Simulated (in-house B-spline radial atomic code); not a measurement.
Sm III (Sm2+) is squeezed into an impenetrable sphere of radius R (the orbitals vanish at R). No spin polarisation. Method: scalar-relativistic (X2C) PBE, spherical fractional occupations, Fermi nucleus of rms radius 5.0819 fm. Calculated with an all-electron radial atomic-structure program (B-spline basis).

Energies in eV above the free ion in [Xe] 4f6:

```json
{"R (bohr)": "8.86", "highest level (eV)": "-15.7", "[Xe] 4f6": "0.00012", "[Kr] 4d10 4f6 5s2 5p5 5f1": "35.3", "[Kr] 4d10 4f6 5s2 5p5 5d1": "23.3"}
{"R (bohr)": "6.94", "highest level (eV)": "-15.7", "[Xe] 4f6": "0.003276", "[Kr] 4d10 4f6 5s2 5p5 5f1": "36.76", "[Kr] 4d10 4f6 5s2 5p5 5d1": "23.33"}
{"R (bohr)": "4.83", "highest level (eV)": "-15.4", "[Xe] 4f6": "0.2478", "[Kr] 4d10 4f6 5s2 5p5 5f1": "43.1", "[Kr] 4d10 4f6 5s2 5p5 5d1": "24.14"}
{"R (bohr)": "4.03", "highest level (eV)": "-14.3", "[Xe] 4f6": "1.588", "[Kr] 4d10 4f6 5s2 5p5 5f1": "50.49", "[Kr] 4d10 4f6 5s2 5p5 5d1": "26.58"}
{"R (bohr)": "3.35", "highest level (eV)": "-11.3", "[Xe] 4f6": "8.228", "[Kr] 4d10 4f6 5s2 5p5 5f1": "66.5", "[Kr] 4d10 4f6 5s2 5p5 5d1": "35.51"}
{"R (bohr)": "3.26", "highest level (eV)": "-10.6", "[Xe] 4f6": "10.26", "[Kr] 4d10 4f6 5s2 5p5 5f1": "70.26", "[Kr] 4d10 4f6 5s2 5p5 5d1": "38.02"}
{"R (bohr)": "2.62", "highest level (eV)": "-0.644", "[Xe] 4f6": "50.74", "[Kr] 4d10 4f6 5s2 5p5 5f1": "128.5", "[Kr] 4d10 4f6 5s2 5p5 5d1": "84.18"}
{"R (bohr)": "2.24", "highest level (eV)": "12.8", "[Xe] 4f6": "135.3", "[Kr] 4d10 4f6 5s2 5p5 5f1": "230.4", "[Kr] 4d10 4f6 5s2 5p5 5d1": "175.5"}
{"R (bohr)": "1.95", "highest level (eV)": "31.2", "[Xe] 4f6": "295.2", "[Kr] 4d10 4f6 5s2 5p5 5f1": "408.5", "[Kr] 4d10 4f6 5s2 5p5 5d1": "343.8"}
{"R (bohr)": "1.4", "highest level (eV)": "190", "[Xe] 4f6": "1535", "[Kr] 4d10 4f6 5s2 5p5 5f1": "1687", "[Kr] 4d10 4f6 5s2 5p5 5d1": "1610"}
```

(1) Does [Kr] 4d10 4f6 5s2 5p5 5f1 fall below [Xe] 4f6 under compression?

(2) Does [Kr] 4d10 4f6 5s2 5p5 5d1 fall below [Xe] 4f6 under compression?

The highest level is first positive in the row R = 2.24 bohr, pushed up by confinement above the zero of the free ion's potential. Each configuration is held fixed and needn't be the lowest in the sphere.

## Answers

(1) No, it stays above over the whole range.

(2) No, it stays above over the whole range.
